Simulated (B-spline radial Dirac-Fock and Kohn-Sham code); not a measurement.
## Binding energies of In in different valence configurations

Calculated with an atomic code on a B-spline grid, using Dirac-Fock ΔSCF + Breit + QED. Electron correlation is not included.

Reference: the tabulated ground configuration [Kr] 4d10 5s2 5p1, with 1s 27947.2 eV, 3s 837.2 eV, 3d5/2 451.5 eV, 4p1/2 96.86 eV, 4p3/2 90.23 eV, 4d5/2 23.49 eV, Kα1 24208.0 eV, Kβ1 27271.9 eV, Lα1 3287.8 eV, Lβ2 3715.7 eV.

Shifts from the reference in eV.

```csv
configuration,average energy,1s,3s,3d5/2,4p1/2,4p3/2,4d5/2,Kα1,Kβ1,Lα1,Lβ2
[Kr] 4d10 5s1 5p2,+4.97,+1.60,+1.53,+1.64,+1.65,+1.65,+1.57,-0.02,-0.04,-0.02,+0.06
```
